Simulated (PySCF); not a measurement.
TaOF, triplet: data card

Level of theory: UPBE0 in PySCF with Ta def2-TZVP with ECP60, O def2-TZVP, F def2-TZVP; scalar-relativistic core potentials, no spin–orbit coupling; density-fitted integrals.

The structure is a minimum.

```xyz
3
charge 0 multiplicity 3, angstrom
Ta    0.1518    0.0036   -0.0414
O    -0.8041   -0.0192   -1.4552
F    -0.7497   -0.0179    1.6196
```

* Point group: Cs
* Bond lengths: Ta–F 1.890 Å, Ta–O 1.707 Å
* Bond angles: F–Ta–O 117.4°
* Highest occupied level (α): -5.96 eV
* Heat capacity Cp at 298.15 K: 46.4 J/(mol K)
* Zero-point energy: 11.1 kJ/mol
* Principal polarisabilities: 45.2, 54.6, 60.1 bohr³
* Atomisation energy without zero-point energy: 1326 kJ/mol
* Enthalpy at 298.15 K above 0 K: 11.85 kJ/mol
* Rotational constants: 0.6827, 0.1994, 0.1544 cm⁻¹
* Lowest empty level (β): -2.94 eV
* Spin squared ⟨S²⟩: 2.010
* Dipole moment: 3.46 D
* Principal quadrupole moments (Buckingham, traceless) about the centre of mass: -7.15, 3.23, 3.92 D Å
* Rotational symmetry number: 1
* Entropy at 298.15 K and 1 bar (electronic part: spin only): 295.9 J/(mol K)

Harmonic modes (masses in u: Ta 180.948, O 15.995, F 18.998):
```tsv
symmetry	ω (cm⁻¹)	IR (km/mol)	μ (u)
a'	196	10.9	18.86
a'	646	114	20.89
a'	1017	137	17.26
```

Charges (e):
| atom | Mulliken | Löwdin | polar tensor | spin (Mulliken) | Mayer order to Ta1 |
| --- | --- | --- | --- | --- | --- |
| Ta1 | 0.93 | 0.57 | 1.41 | 2.14 | – |
| O2 | -0.50 | -0.30 | -0.78 | -0.12 | 2.22 |
| F3 | -0.42 | -0.26 | -0.63 | -0.01 | 0.95 |

Mulliken populations on Ta1 (electrons outside its core potential): s 2.77, p 6.28, d 2.92, f 0.10.

Outer orbital energies (eV). α occupied: -13.01, -12.30, -12.30, -10.07, -9.98, -9.65, -6.62, -5.96; empty: -2.86, -1.49, -0.79, 0.28. β occupied: -24.99, -12.96, -12.27, -12.09, -10.10, -9.95, -9.68; empty: -2.94, -1.76, -1.35, -0.51.

Formally Ta is in oxidation state +3, d2, with 2 unpaired electrons (the high-spin count). The Mulliken spin on Ta is 2.14. The polar-tensor charge on Ta, 1.41, is far below the formal one.

Other isomers or separated fragments may lie lower. With open d or f shells other occupations or spin states may lie lower. At this level a broken-symmetry Ms = 0 minimum of Cs symmetry lies 8 kJ/mol below this structure. Spin–orbit coupling, left out here, can matter for elements this heavy.

The final relaxation and frequency run took 36 s on 4 threads of a shared Arm Neoverse V2 host, with 102 basis functions and 15 gradients; the process peaked at 0.94 GiB.
